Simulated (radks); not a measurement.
Ta IV, configuration [Xe] 4f14 5d2. All-electron calculation, Dirac Kohn-Sham, PBE, spin-unpolarised, spherical densities, finite nucleus; open shells fill j = l - 1/2 first; Fermi nuclear charge, rms radius 5.3507 fm. Program: a radial shooting solver on a logarithmic mesh with Libxc functionals.

Spin-orbit splittings of the eigenvalues, e(l+1/2) - e(l-1/2), with zeta = 2 splitting/(2l+1) and mean radii in bohr:

shell  occ.  splitting (eV)  zeta (eV)  <r> j=l-1/2  <r> j=l+1/2
2p        6            1270      846.8      0.06487      0.07271
3p        6           273.4      182.3       0.1942       0.2088
3d       10           59.56      23.83       0.1829       0.1874
4p        6           62.95      41.97       0.4645       0.4975
4d       10           11.56      4.626       0.5165       0.5279
4f       14           1.985     0.5672       0.6321       0.6427
5p        6           8.910      5.940        1.210        1.309
5d        2               ?          ?        1.821        1.867

Estimate the 5d splitting.

Answer. 0.8158 eV (zeta = 0.3263 eV).
